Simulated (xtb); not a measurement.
Input for xtb: GFN1-xTB on CH7ISi (a complex), monomers drawn apart or pushed together.

```
$ xtb mol.xyz --gfn 1 --sp --chrg 0 --uhf 0
10

I     -0.54800288     1.27885211    -0.48810470
H     -0.81436029    -0.01915501     0.43963663
C      0.09783146     0.45525284     5.39963498
Si     0.47570771    -1.30519868     4.88310406
H     -0.89433642     0.52481041     5.84911092
H      0.12951595     1.12618598     4.53973533
H      0.82682187     0.80710960     6.13195689
H      0.42794502    -2.22608275     6.04429186
H      1.81452122    -1.40039079     4.25408151
H     -0.52410125    -1.77883157     3.88846164
```

Program output:

```
[...]
           -------------------------------------------------
          |                Calculation Setup                |
           -------------------------------------------------



molecular fragmentation (1/2 indicates fragments):
1122222222
# atoms in fragment 1/2:     2     8
 fragment masses (1/2) :      127.91       46.14
CMA distance (Bohr)    :  11.247
constraining FC (au)   :  0.0500

           -------------------------------------------------
          |                 G F N 1 - x T B                 |
           -------------------------------------------------

        Reference                      10.1021/acs.jctc.7b00118
      * Hamiltonian:
        H0-scaling (s, p, d)           1.850000    2.250000    2.000000
        zeta-weighting                 0.000000
      * Dispersion:
        s8                             2.400000
        a1                             0.630000
        a2                             5.000000
        s9                             0.000000
      * Repulsion:
        kExp                           1.500000
        rExp                           1.000000
      * Coulomb:
        alpha                          2.000000
        third order                    atomic
        anisotropic                    false
      * Halogen bond correction:
        rad-scale                      1.300000
        damping                        0.440000


          ...................................................
          :                      SETUP                      :
          :.................................................:
          :  # basis functions                  38          :
          :  # atomic orbitals                  36          :
          :  # shells                           22          :
          :  # electrons                        22          :
          :  # halogen bonds                     0          :
          :  max. iterations                   250          :
          :  Hamiltonian                  GFN1-xTB          :
          :  restarted?                      false          :
          :  GBSA solvation                  false          :
          :  PC potential                    false          :
          :  electronic temp.          300.0000000     K    :
          :  accuracy                    1.0000000          :
          :  -> integral cutoff          0.2500000E+02      :
          :  -> integral neglect         0.1000000E-07      :
          :  -> SCF convergence          0.1000000E-05 Eh   :
          :  -> wf. convergence          0.2000000E-04 e    :
          :  Broyden damping             0.4000000          :
          :  net charge                          0          :
          :  unpaired electrons                  0          :
          ...................................................

 iter      E             dE          RMSdq      gap      omega  full diag
   1    -11.7614665 -0.117615E+02  0.594E+00    2.78       0.0  T
   2    -11.7887843 -0.273178E-01  0.341E+00    4.43       1.0  T
   3    -11.7895382 -0.753939E-03  0.730E-01    5.44       1.0  T
   4    -11.7899990 -0.460799E-03  0.977E-02    5.71       1.0  T
   5    -11.7900265 -0.274495E-04  0.267E-02    5.72       1.2  T
   6    -11.7900273 -0.836381E-06  0.644E-03    5.72       4.9  T
   7    -11.7900274 -0.570068E-07  0.113E-03    5.72      28.0  T
   8    -11.7900274 -0.588555E-08  0.343E-04    5.72      92.1  T
   9    -11.7900274 -0.738456E-09  0.161E-05    5.72    1960.0  T
  10    -11.7900274 -0.477840E-12  0.120E-05    5.72    2638.4  T

   *** convergence criteria satisfied after 10 iterations ***

         #    Occupation            Energy/Eh            Energy/eV
      -------------------------------------------------------------
         1        2.0000           -0.8638517             -23.5066
       ...           ...                  ...                  ...
         5        2.0000           -0.5239559             -14.2576
         6        2.0000           -0.5168871             -14.0652
         7        2.0000           -0.4680238             -12.7356
         8        2.0000           -0.4671887             -12.7129
         9        2.0000           -0.4525768             -12.3152
        10        2.0000           -0.4078139             -11.0972
        11        2.0000           -0.4078113             -11.0971 (HOMO)
        12                         -0.1976195              -5.3775 (LUMO)
        13                         -0.1872129              -5.0943
        14                         -0.1784045              -4.8546
        15                         -0.1756200              -4.7789
        16                         -0.1127340              -3.0676
       ...                                ...                  ...
        36                          1.3056214              35.5278
      -------------------------------------------------------------
                  HL-Gap            0.2101918 Eh            5.7196 eV
             Fermi-level           -0.3027154 Eh           -8.2373 eV

 SCC (total)                   0 d,  0 h,  0 min,  0.010 sec
 SCC setup                      ...        0 min,  0.000 sec (  0.761%)
 Dispersion                     ...        0 min,  0.000 sec (  0.356%)
 classical contributions        ...        0 min,  0.000 sec (  0.158%)
 integral evaluation            ...        0 min,  0.001 sec ( 14.160%)
 iterations                     ...        0 min,  0.002 sec ( 17.169%)
 molecular gradient             ...        0 min,  0.003 sec ( 24.841%)
 printout                       ...        0 min,  0.000 sec (  1.274%)

         :::::::::::::::::::::::::::::::::::::::::::::::::::::
         ::                     SUMMARY                     ::
         :::::::::::::::::::::::::::::::::::::::::::::::::::::
         :: total energy             -11.698553488290 Eh    ::
         :: gradient norm              0.030618084793 Eh/a0 ::
         :: HOMO-LUMO gap              5.719610595228 eV    ::
         ::.................................................::
         :: SCC energy               -11.790027375937 Eh    ::
         :: -> electrostatic           0.004904662037 Eh    ::
         :: repulsion energy           0.093787398494 Eh    ::
         :: dispersion energy         -0.002313510847 Eh    ::
         :: halogen bond corr.         0.000000000000 Eh    ::
         :: add. restraining           0.000000000000 Eh    ::
         :: total charge              -0.000000000000 e     ::
         :::::::::::::::::::::::::::::::::::::::::::::::::::::

           -------------------------------------------------
          |                Property Printout                |
           -------------------------------------------------

    * Orbital Energies and Occupations

         #    Occupation            Energy/Eh            Energy/eV
      -------------------------------------------------------------
         1        2.0000           -0.8638517             -23.5066
         2        2.0000           -0.6469163             -17.6035
         3        2.0000           -0.6033895             -16.4191
         4        2.0000           -0.5241039             -14.2616
         5        2.0000           -0.5239559             -14.2576
         6        2.0000           -0.5168871             -14.0652
         7        2.0000           -0.4680238             -12.7356
         8        2.0000           -0.4671887             -12.7129
         9        2.0000           -0.4525768             -12.3152
        10        2.0000           -0.4078139             -11.0972
        11        2.0000           -0.4078113             -11.0971 (HOMO)
        12                         -0.1976195              -5.3775 (LUMO)
        13                         -0.1872129              -5.0943
Note: The following floating-point exceptions are signalling: IEEE_DENORMAL
normal termination of xtb
        14                         -0.1784045              -4.8546
        15                         -0.1756200              -4.7789
        16                         -0.1127340              -3.0676
        17                         -0.1023756              -2.7858
        18                         -0.1018269              -2.7709
        19                         -0.0821549              -2.2355
        20                         -0.0610985              -1.6626
        21                         -0.0600634              -1.6344
        22                         -0.0585803              -1.5941
       ...                                ...                  ...
        36                          1.3056214              35.5278
      -------------------------------------------------------------
                  HL-Gap            0.2101918 Eh            5.7196 eV
             Fermi-level           -0.3027154 Eh           -8.2373 eV

  Mulliken/CM5 charges         n(s)   n(p)   n(d)
     1I    -0.07520 -0.10741   1.984  5.093 -0.003
     2H     0.07545  0.10769   0.925  0.000  0.000
     3C    -0.19549 -0.30470   1.005  3.190  0.000
     4Si    0.23532 -0.05993   1.306  1.932  0.526
     5H     0.06145  0.11581   0.939  0.000  0.000
     6H     0.06132  0.11575   0.939  0.000  0.000
     7H     0.06155  0.11594   0.938  0.000  0.000
     8H    -0.07322  0.00748   1.073  0.000  0.000
     9H    -0.07374  0.00706   1.074  0.000  0.000
    10H    -0.07745  0.00230   1.077  0.000  0.000

Wiberg/Mayer (AO) data.
largest (>0.10) Wiberg bond orders for each atom

 ---------------------------------------------------------------------------
     #   Z sym  total        # sym  WBO       # sym  WBO       # sym  WBO
 ---------------------------------------------------------------------------
     1  53 I    0.996 --     2 H    0.996
     2   1 H    0.996 --     1 I    0.996
     3   6 C    3.950 --     4 Si   1.104     5 H    0.931     6 H    0.931
                             7 H    0.931
     4  14 Si   4.094 --     3 C    1.104    10 H    0.936     9 H    0.936
                             8 H    0.936
     5   1 H    0.996 --     3 C    0.931
     6   1 H    0.996 --     3 C    0.931
     7   1 H    0.996 --     3 C    0.931
     8   1 H    0.990 --     4 Si   0.936
     9   1 H    0.990 --     4 Si   0.936
    10   1 H    0.989 --     4 Si   0.936
 ---------------------------------------------------------------------------

Topologies differ in total number of bonds
Writing topology from bond orders to xtbtopo.mol

 dipole moment from electron density (au)
     X       Y       Z
  -0.0929   0.4580   0.2113  total (Debye):    1.304


           -------------------------------------------------
          | TOTAL ENERGY              -11.698553488290 Eh   |
          | GRADIENT NORM               0.030618084793 Eh/α |
          | HOMO-LUMO GAP               5.719610595228 eV   |
           -------------------------------------------------

------------------------------------------------------------------------
------------------------------------------------------------------------
 total:
 SCF:
```

The run finished.

Cost: about 0.020 core-seconds (a rough figure).
